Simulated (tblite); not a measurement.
Write Cartesian coordinates for `CC[C@@H]([SiH3])C(=C=O)C=O` as optimised with GFN2-xTB.

```xyz
19
C6H10O2Si angstrom
C      2.1645   -0.9949   -0.3233
C      1.2948    0.2470   -0.4942
C     -0.0003    0.1998    0.3128
Si    -0.7601    1.9521    0.6316
C     -1.0329   -0.7173   -0.3088
C     -0.7558   -1.7199   -1.1036
O     -0.5695   -2.5909   -1.8442
C     -2.4087   -0.4370    0.0089
O     -2.7430    0.5467    0.6358
H      3.0773   -0.8989   -0.9069
H      1.6496   -1.8954   -0.6495
H      2.4408   -1.1226    0.7219
H      1.8756    1.1111   -0.1671
H      1.0597    0.3935   -1.5513
H      0.2377   -0.2156    1.2995
H     -1.5429    2.4248   -0.5043
H      0.4565    2.7963    0.6212
H     -1.2964    2.0894    1.9769
H     -3.1568   -1.1590   -0.3476
```

Orientation and origin are arbitrary. Atoms count from 1 in this order. Si4 and O9 aren't drawn bonded (4 bonds apart) but lie 2.43 Å from each other; Cordero's covalent radii sum to 1.77 Å. Si4 (SiH3 silicon) is distorted tetrahedral (angles from 101.1° to 119.5°). Of the pairs four or more bonds apart, those above aside, C6···H11 is among the closest relative to their van der Waals radii: 2.45 Å, 85 % of the sum of Bondi's values. The 5 C–C bonds span 1.309 Å (C5=C6, drawn double) to 1.527 Å (C2–C3, drawn single), a spread of 0.218 Å.

Bonds between heavy atoms (Å): C1–C2 1.526, C2–C3 1.527, C3–Si4 1.936, C3–C5 1.514, C5=C6 1.309, C6=O7 1.158, C5–C8 1.440, C8=O9 1.213.

The geometry is computed with GFN2-xTB (gas phase).

Point group: C1 (no symmetry element, even within 0.4 Å). Its lowest GFN2-xTB frequency is 20i cm⁻¹, too small to tell a flat minimum from a shallow saddle. One conformer, not necessarily the lowest (C1–C2–C3–Si4 159°, C2–C3–C5–C6 24°, C3–C5–C8–O9 7°).

On one thread, Arm Neoverse V2 (aarch64), shared host with 32 logical CPUs at a one-minute load of 25, this took 1.1 s of wall time. This is the geometry optimisation.
